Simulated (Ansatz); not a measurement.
Mulliken charges of CH6GeSe (`[CH3][GeH2][SeH]`) from r2SCAN/def2-TZVPP in Ansatz (PBE0-D4/def2-TZVP geometry).

| atom | x (Å) | y (Å) | z (Å) | charge (e) |
| --- | --- | --- | --- | --- |
| C1 | -0.890 | 0.554 | -0.701 | -0.267 |
| Ge2 | 0.725 | -0.410 | -0.191 | 0.264 |
| Se3 | 1.291 | 0.035 | 2.060 | -0.292 |
| H4 | -1.731 | 0.225 | -0.090 | 0.078 |
| H5 | -0.743 | 1.623 | -0.552 | 0.090 |
| H6 | -1.122 | 0.366 | -1.751 | 0.086 |
| H7 | 1.952 | 0.072 | -0.983 | -0.010 |
| H8 | 0.545 | -1.928 | -0.379 | -0.013 |
| H9 | 0.061 | -0.583 | 2.569 | 0.064 |

Task: By hand: the dipole of these point charges (1 e Å = 4.8032 D).

Result: Σ q r = (-0.269, -0.084, -0.493) e Å, of length 0.568 e Å = 2.73 D.

Task: How does the dipole of the full density compare? (Estimate.)

Result: Computed: (-0.286, -0.011, -0.249) e Å, 1.82 D; the point charges give 1.50 times that, at 21° from its direction.

Point charges leave out the atoms' own dipoles, such as those of lone pairs, and Mulliken's split depends on the basis, so the two needn't agree.
